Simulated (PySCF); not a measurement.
Compound: Zr(NH2)F3 (singlet state).
Geometry (PBE0-D3(BJ)/def2-SVP, Å), atoms numbered from 1 in this order:
```
atom  x, y, z in Å
Zr1    0.0338    0.0450   -0.7755
N2    -0.0216   -0.0292    1.2354
H3     0.7231   -0.3645    1.8441
H4    -0.8098    0.2498    1.8175
F5     1.8670    0.1295   -1.2923
F6    -1.0588    1.5107   -1.3159
F7    -0.7336   -1.5414   -1.5133
```

Method: TDDFT wB97X-D/def2-SVPD, vertical, gas phase, core orbitals frozen in the response, def2 core potentials past Kr (PySCF 2.14.0, density-fitted response routines). Spin–orbit coupling is left out.

Frontier orbitals with the atoms that hold most of them (Löwdin shares over 4%, at most four atoms; ? is withheld):

| orbital | ε (eV) | atoms |
| --- | --- | --- |
| LUMO+2 | 1.16 | Zr1 71%, N2 7%, F5 6%, F6 6% |
| LUMO+1 | 0.90 | Zr1 74%, N2 6%, F5 5%, F6 5% |
| LUMO | ? | ? |
| HOMO | -10.23 | N2 69%, Zr1 12%, H3 7%, H4 7% |
| HOMO-1 | -13.15 | ? |
| HOMO-2 | -13.65 | F7 67%, F6 19%, F5 11% |
| HOMO-3 | -13.73 | F7 43%, F5 28%, F6 23%, Zr1 5% |

(1) Give the leading atoms of the LUMO.

(2) Which atoms hold the HOMO-1, and with what shares?

(3) What is the LUMO energy, and the HOMO–LUMO gap?

Answers

(1) Zr1 (bonded to 3 F and N) 69%; N2 (bonded to Zr and 2 H) 9%; F5 (bonded to Zr) 7%; F6 (bonded to Zr) 7%. By element: zirconium 69%, fluorine 14% or more, nitrogen 9%.

(2) N2 (bonded to Zr and 2 H) 49%; Zr1 (bonded to 3 F and N) 15%; F7 (bonded to Zr) 11%; H4 (bonded to N) 7%.

(3) ε(LUMO) = 0.64 eV; the gap is 10.88 eV (0.3997 hartree).

**Question.** The HOMO–LUMO gap is 10.88 eV. Where does the response calculation put the lowest singlet, and from which orbitals?

**Answer.** S1 is at 5.50 eV (f = 0.0005), 5.38 eV below the gap, made of HOMO→LUMO (99%). 

**Question.** Give energy, strength and leading configuration of S1, S2 and S7, and follow the Löwdin shares of the leading atoms from the occupied to the empty orbital.

**Answer.** 
- S1 (5.50 eV, f 0.0005), HOMO→LUMO (99%): N2 69% → 9%, Zr1 12% → 69%; the Löwdin share of zirconium is 12% in HOMO and 69% in LUMO (ligand-to-metal charge transfer by this measure)
- S2 (6.48 eV, f 0.075), HOMO→LUMO+1 (76%): N2 69% → 6%, Zr1 12% → 74%; the Löwdin share of zirconium is 12% in HOMO and 74% in LUMO+1 (ligand-to-metal charge transfer by this measure)
- S7 (8.36 eV, f 0.0025), HOMO-1→LUMO (96%): N2 49% → 9%, Zr1 15% → 69%; the Löwdin share of zirconium is 15% in HOMO-1 and 69% in LUMO

Löwdin shares depend on the basis, the more so with diffuse functions.

Hardware: x86-64 server, one thread, on a shared host. Cost: 18 s wall.
